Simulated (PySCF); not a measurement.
In2(mu-NH2)2(F)4, H4F4In2N2, singlet (B3LYP/def2-SVP optimised geometry):

```
12

In    -0.229    -0.823     0.000
In    -1.797     1.155     2.067
N     -1.014     1.245     0.000
H     -1.733     1.413    -0.709
H     -0.294     1.960    -0.136
F      1.733    -0.823     0.000
F     -1.301    -1.960    -1.188
N     -1.008    -0.912     2.068
H     -0.285    -1.074     2.774
H     -1.724    -1.630     2.210
F     -0.728     2.292     3.256
F     -3.759     1.155     2.067
```

Computed with PySCF with B3LYP/def2-TZVP, def2 effective core potentials past Kr.

What are the frontier orbital energies and the dipole moment?

HOMO-2 -10.18 eV, HOMO-1 -9.59 eV, HOMO -9.40 eV, LUMO -2.95 eV, LUMO+1 -1.81 eV; dipole moment 0.01 D.
